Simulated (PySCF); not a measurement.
Computed shifts of a molecule CH2F4Si, PBE0/pcSseg-1 (PySCF), GIAO, gas phase, atoms alike by connectivity averaged where their shifts nearly agree, in ppm (number of nuclei): ²⁹Si: -12.3 (1). ¹⁹F: -87.9 (3), -231.8 (1). ¹³C: 133.1 (1). ¹H: 5.25 (2). References: ²⁹Si against TMS (σ = 352.7 ppm); ¹⁹F against CFCl3 (σ = 167.2 ppm); ¹³C against TMS (σ = 186.3 ppm); ¹H against TMS (σ = 31.56 ppm), references at their B3LYP-D3(BJ)/def2-TZVP geometries, non-relativistic. Geometry optimised at PBE0-D3(BJ)/def2-SVP. Other conformers were not sampled.

### Question
Pick the molecule that these values belong to.
(A) FC(F)[SiH](F)F
(B) FC[Si](F)(F)F
(C) F[SiH2]C(F)(F)F

### Answer
C, F[SiH2]C(F)(F)F
